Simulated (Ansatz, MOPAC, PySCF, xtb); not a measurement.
The molecule ZnH+, closed-shell singlet (lowest of 2S+1 = 1, 3 at CCSD(T)/def2-TZVPP on PBE0 minima; our sources give no spin for the ground state, which may be another). No spin–orbit coupling. Zn is treated without relativity.

The constants come from a fifth-degree fit in 1/R (seven points, main isotopes). In def2 and cc sets the state is the lowest found near the PBE0 minimum, followed along R. The singlet is held restricted. HF and MP2 rows in def2 and cc sets belong to the determinant that coupled cluster picked by its CCSD energy.

Codes used: Ansatz (an electronic-structure program); MOPAC for AM1, PM3 (differences of heats of formation); PySCF for 3-21G rows, LANL2DZ rows, STO-3G rows; xtb for the GFN methods. Each number belongs to the level named beside it.

```
level                                r_e (Å)  ω_e (cm⁻¹)  B_e (cm⁻¹)  ω_e x_e (cm⁻¹)
-----------------------------------  -------  ----------  ----------  --------------
AM1                                    1.521        1652        7.35              14
PM3                                    1.527        1827        7.29              35
GFN2-xTB                               1.506        1573        7.50              38
HF/STO-3G                              1.465        2419        7.92              18
HF/3-21G                               1.514        1854        7.41              20
HF/def2-TZVPP                          1.546        1972        7.10              25
HF/def2-QZVPP                          1.548        1978        7.09              26
SVWN5/def2-TZVPP                       1.523        1864        7.32              32
PBE/def2-TZVPP                         1.536        1842        7.20              32
BP86/LANL2DZ                           1.582        1718        6.79              30
r2SCAN/def2-TZVPP                      1.517        1934        7.39              32
B97M-V/def2-TZVPP                      1.533        1861        7.23              32
B3LYP/LANL2DZ                          1.574        1759        6.86              28
B3LYP/def2-TZVPP                       1.533        1878        7.23              31
PBE0/def2-TZVPP                        1.531        1905        7.25              30
BHLYP/def2-TZVPP                       1.529        1942        7.26              29
CAM-B3LYP/def2-TZVPP                   1.521        1944        7.35              30
wB97X-V/def2-TZVPP                     1.521        1976        7.35              28
wB97M-V/def2-TZVPP                     1.520        1962        7.36              30
B2PLYP/def2-TZVPP                      1.521        1926        7.35              33
MP2/def2-TZVPP                         1.493        2029        7.63              36
MP2/def2-QZVPP                         1.485        2113        7.70              46
MP2/CBS(def2-TZVPP, def2-QZVPP)        1.479        2174        7.77              54
SCS-MP2/def2-TZVPP                     1.504        1998        7.51              35
SCS-MP2/def2-QZVPP                     1.496        2074        7.59              45
CCSD/def2-TZVPP                        1.522        1900        7.33              39
CCSD/def2-QZVPP                        1.515        1971        7.40              45
CCSD(T)/def2-TZVPP                     1.521        1883        7.34              41
CCSD(T)/def2-QZVPP                     1.515        1951        7.40              48
CCSD(T)/CBS(def2-TZVPP, def2-QZVPP)    1.510        1999        7.46              53
```

Correlated levels freeze the inner cores; with def2 sets outer-core shells near the valence are correlated too. CBS(a, b) extrapolates the correlation energy as X⁻³ and adds the Hartree–Fock energy of set b. Rows in 3-21G, LANL2DZ, STO-3G carry no dispersion term and start afresh at each structure; the Pople sets are all-electron and without relativity. LANL2DZ brings its own core potentials from Na on. The state that AM1, PM3 reach isn't checked.
